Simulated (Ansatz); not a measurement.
Consider the cleavage of the Si–Si bond: `N[SiH](N)[SiH3]` + `CCB(O)O` → `CCB(O)O[SiH3]` + `N[SiH2]N`.

Computed with Ansatz on PBE0-D4/def2-TZVP structures; ΔE is electronic, products minus reactants. CBS: MP2 limit from def2 TZ/QZ plus the TZ coupled-cluster correction, frozen cores. This one scheme is used for every species. DFT in def2-TZVPP. B3LYP here is the variant with VWN-RPA as its local correlation; programs differ in this. Each species was taken in one conformer, which may not be the lowest.

```
             level  ΔE (kJ/mol)  difference from CCSD(T)/CBS
         r2SCAN-D4        -87.3                          8.6
          B3LYP-D4        -94.2                          1.7
           ωB97X-V        -92.8                          3.1
           ωB97M-V        -97.4                         -1.5
             B3LYP        -94.7                          1.2
   CCSD/def2-TZVPP        -99.4                         -3.5
CCSD(T)/def2-TZVPP        -95.7                          0.2
     HF/def2-QZVPP       -124.8                        -28.9
SCS-MP2/def2-QZVPP       -108.9                        -13.0
      HF/CBS(def2)       -125.1                        -29.2
       CCSD(T)/CBS        -95.9                            0
```

Largest T1 diagnostic among the species: 0.012.

In def2-TZVPP, CCSD(T) changes the Hartree–Fock value by +26.9 kJ/mol (the triples alone add +3.6 kJ/mol) and MP2 by +19.1 kJ/mol. From PBE to PBE0 (25 % exact exchange), in def2-TZVPP and without D4, ΔE moves by −9.1 kJ/mol.
